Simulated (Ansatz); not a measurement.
Geometry optimisation, Ansatz 0.2.0, RKS PBE/def2-SVP.

The input (input.yaml):

```yaml
crystal:
  periodic: [false, false, false]
  atoms:
    - { symbol: Si, position_ang: [0.070693, -0.144565, 0.117881] }
    - { symbol: Si, position_ang: [0.394409, -0.155639, 2.353446] }
    - { symbol: H, position_ang: [-0.596819, -1.028327, 3.07948] }
    - { symbol: H, position_ang: [1.768804, -0.683956, 2.679726] }
    - { symbol: H, position_ang: [0.281443, 1.237036, 2.916527] }
    - { symbol: H, position_ang: [1.380334, 0.179481, -0.558851] }
    - { symbol: H, position_ang: [-0.858855, 0.983079, -0.286302] }
    - { symbol: "N", position_ang: [-0.359195, -1.77199, -0.375234] }
    - { symbol: H, position_ang: [-1.085362, -2.273452, 0.142187] }
    - { symbol: H, position_ang: [-0.420755, -1.989383, -1.374013] }
    - { symbol: P, position_ang: [-3.149895, 0.568238, 0.91548] }
    - { symbol: H, position_ang: [-2.774504, -0.660862, 0.267881] }
    - { symbol: H, position_ang: [-4.179033, -0.087433, 1.690193] }
    - { symbol: H, position_ang: [-2.185465, 0.386174, 1.955399] }
basis:
  gaussian: { orbitals: def2-SVP }
hamiltonian:
  xc: pbe
relax:
  f_tol: 0.03
  max_steps: 50
output:
  orbitals: {}
```

Run as:

```bash
$ ansatz run input.yaml --threads 4 --pin off --max-ram 5120MiB --backend cpu --events-out ev --progress --plain --runs-dir out
```

Task: Where does it end, and by what steps?

Result: It converged. The force dipped under the threshold on the way, but the program's further checks kept it going. After 22 steps the energy has fallen by 0.226 eV; H5 moved furthest, 1.21 Å.

```
step  energy less start (eV)  largest force component (eV/Å)  accepted
   0                  0.0000                           1.253       yes
   1                 -0.1569                           0.256       yes
   2                 -0.1872                           0.130       yes
   3                 -0.1659                           0.483        no
   4                 -0.1965                           0.091       yes
   5                 -0.2007                           0.046       yes
   6                 -0.1838                           0.739        no
   7                 -0.2016                           0.018       yes
   8                 -0.2037                           0.071       yes
   9                 -0.2052                           0.214       yes
  10                 -0.2079                           0.147       yes
  11                 -0.2125                           0.042       yes
  12                 -0.2151                           0.123       yes
  13                 -0.2171                           0.126       yes
  14                 -0.2193                           0.119       yes
  15                 -0.2212                           0.147       yes
  16                 -0.2225                           0.112       yes
  17                 -0.2234                           0.103       yes
  18                 -0.2247                           0.047       yes
  19                 -0.2252                           0.028       yes
  20                 -0.2256                           0.024       yes
  21                 -0.2258                           0.034       yes
  22                 -0.2258                           0.022       yes
```

```xyz
14
Properties=species:S:1:pos:R:3
Si 0.355 -0.105 0.143
Si 0.865 -0.149 2.443
H -0.398 -0.350 3.244
H 1.815 -1.268 2.778
H 1.484 1.157 2.867
H 1.613 -0.029 -0.682
H -0.416 1.173 -0.134
N -0.452 -1.610 -0.260
H -1.225 -1.923 0.332
H -0.664 -1.810 -1.242
P -4.109 0.180 0.737
H -3.009 -0.440 0.037
H -4.347 -1.004 1.527
H -3.227 0.736 1.733
```

Whether the end is a true minimum wasn't checked by a vibrational analysis.

The run took 32 s on 4 threads of Arm Neoverse V1, with other jobs on the host, peak memory 0.18 GiB.
